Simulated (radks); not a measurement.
All-electron atom: the potassium ion K16+ in [He] 3s1 (not the ground configuration).

Calculated with a radial shooting solver on a logarithmic mesh with Libxc functionals: Dirac Kohn-Sham, XLYP, spin-unpolarised, spherical densities, point nucleus.

Energy parts (eV):
part                      energy
total                 -10001.721
kinetic                10096.296
electron-nucleus      -20508.364
Hartree                  749.256
exchange-correlation    -338.908

Orbitals (lengths in bohr, moments of r in powers of bohr; r(90%) holds 90 % of the orbital's charge):
\begin{tabular}{lrrr}
orbital & occ. & eigenvalue (eV) & r(90%) \\ \hline
1s1/2 & 2 & -4452.156 & 0.143 \\
2s1/2 & 0 & -1183.677 & 0.503 \\
2p1/2 & 0 & -1109.975 & 0.477 \\
2p3/2 & 0 & -1106.591 & 0.478 \\
3s1/2 & 1 & -439.9705 & 1.11 \\
3d3/2 & 0 & -550.2706 & 0.720 \\
3d5/2 & 0 & -549.6958 & 0.721 \\
4f5/2 & 0 & -246.7732 & 1.42 \\
4f7/2 & 0 & -246.6102 & 1.43 \\
\end{tabular}

The highest occupied level is 3s1/2 at -439.97 eV. The configuration is held as typed, so some empty levels lie below it. Summed over all electrons, <r^2> = 0.6856 bohr^2, which gives a Langevin (diamagnetic) susceptibility term of -0.543 x 10^-6 cm^3/mol.
